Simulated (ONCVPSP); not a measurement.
Hardness and transferability of assorted potentials

Generated with ld1.x 7.5 (TM, RRKJ, ultrasoft, PAW), atompaw 4.2 or ONCVPSP 4.0.1. The cutoff is in Ry: for ld1.x and atompaw files where the sum of valence levels is converged to 10 mRy in a Bessel basis, for ONCV files where the hardest occupied wave has 1 mHa per electron of residual kinetic energy. The error is the largest all-electron minus pseudo excitation energy over each file’s own four to seven test configurations (ionisations up to +4, promotions, holes and added fractions of an electron), all of which were solved. The labels leave out finer settings (local radius, basis sizes, second energies), which also bear on the numbers. Spin-polarised tests are not counted. The rows are a selection from randomly drawn settings: files with unsolved tests, undetermined cutoffs or missed reference levels are left out.

A true bound ghost makes a file unfit for plane-wave use even where its test errors are small: the radial tests pick states by their node count and pass the ghost by.

| element | potential | cutoff (Ry) | largest error (meV) | bound ghosts |
| --- | --- | --- | --- | --- |
| Ar | ONCV, PBEsol, scalar-relativistic, rc 1.20/1.00/1.20 (spd), local smoothed, core correction yes, reference 3s2 3p6, qcut 6/7.5/8.3, projectors 2/1/2 | 109 | +76 | none |
| Sc | ONCV, LDA (Perdew-Wang 92), scalar-relativistic, rc 1.50/1.90/2.65 (spd), local smoothed, core correction yes, reference 3s2 3p6 3d1 4s1.75 4p0.25, qcut 8.2/6.7/5.7, projectors 2/2/2 | 46 | -1.7 | none |
| Fe | ONCV, PBE, scalar-relativistic, rc 1.45/0.80/1.25 (spd), local smoothed, core correction yes, reference 3s2 3p6 3d6 4s1.5, qcut 8.3/11.9/9.9, projectors 3/2/2 | 129 | -318 | none |
| Sr | ONCV, PBEsol, scalar-relativistic, rc 1.45/1.45/1.40 (spd), local smoothed, core correction yes, reference 4s2 4p6, qcut 4.8/6.1/6.9, projectors 3/1/2 | 128 | -4.5 | d |
| Ce | ONCV, PBEsol, scalar-relativistic, rc 2.90/2.95/3.95/1.90 (spdf), local smoothed, core correction no, reference 4f1 5s2 5p6 5d1 6s1 6p1, qcut 5.5/5.1/3.8/8.6, projectors 2/2/2/1 | 63 | +19 | none |
| Hf | ONCV, LDA (Perdew-Wang 92), scalar-relativistic, rc 1.90/2.50/1.90/2.55 (spdf), local d, core correction no, reference 5s2 5p6 5d2 6s1.75 6p0.25, qcut 8.4/5.2/5.3/5, projectors 2/2/0/2 | 40 | +3.5 | none |
| Bi | ONCV, BLYP, scalar-relativistic, rc 1.30/1.85/1.25 (spd), local smoothed, core correction no, reference 5s2 5p6 5d10 6s2 6p3, qcut 8.3/7.3/8.8, projectors 2/2/2 | 103 | -25 | none |

Q: Fill in the row for Os: ONCV, PBE, fully relativistic, rc 1.85/1.70/2.35/0.80 (spdf), local smoothed, core correction yes, reference 4f14 5s2 5p6 5d7 6s1, qcut 7.1/7.7/6.6/25, projectors 2/2/1/2.

A: cutoff 482 Ry, largest error -1.8 meV, bound ghosts: s.

Q: Fill in the row for P: ONCV, PBE, scalar-relativistic, rc 1.65/1.25/1.40 (spd), local smoothed, core correction yes, reference 3s2 3p3, qcut 3/10.9/7.8, projectors 2/2/2.

A: cutoff 101 Ry, largest error +36 meV, bound ghosts: p.
